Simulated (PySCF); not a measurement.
**Substituent chemical shifts**

Parent skeleton `[CH3:1][SiH2:2][O:3][CH:4]=[CH:5][F:6]`; one hydrogen on atom 1 is replaced by X. Hydrogens on one atom are averaged.

[PySCF 2.14: GFN2-xTB geometry; GIAO PBE0/pcSseg-1 shieldings; a single conformation; equivalent nuclei averaged; no solvent model; non-relativistic]

Scale: ¹³C and ²⁹Si and ¹H against TMS; ¹⁷O vs H2O; ¹⁹F against CFCl3 (reference shieldings calculated alike).

Parent (X = H): C1 -2.7, Si2 -12.7, O3 60.7, C4 138.6, C5 153.5, F6 -189.6, H(C1) 0.35, H(Si2) 5.06, H(C4) 7.04 ppm. Effects are Δδ = δ(X) − δ(H), positive for deshielding.

(1) Order these by the shift of H(C4), most shielded first.
A. X = C2H5
B. X = CH2SiH3
C. X = propynyl

(2) Order these by the shift of Si2, most shielded first.
A. X = OSiH3
B. X = ethynyl
C. X = propynyl
D. X = CH2SiH3
E. X = OCH3

(3) Order these by the shift of C5, most shielded first.
A. X = ethynyl
B. X = OSiH3
C. X = C2H5

Results:

(1) C (-1.23 ppm), B (-1.07 ppm), A (+0.02 ppm).

(2) B (-11.7 ppm), A (-5.6 ppm), C (-4.0 ppm), E (+1.1 ppm), D (+2.8 ppm).

(3) B (-9.1 ppm), A (-5.8 ppm), C (+0.0 ppm).

Unscaled 19F shifts against computed CFCl3 carry errors that often reach 10 to 50 ppm. Experimental scales use liquid or dissolved standards, which lie at an offset from isolated H2O (liquid H2O: subtract about 36 ppm).
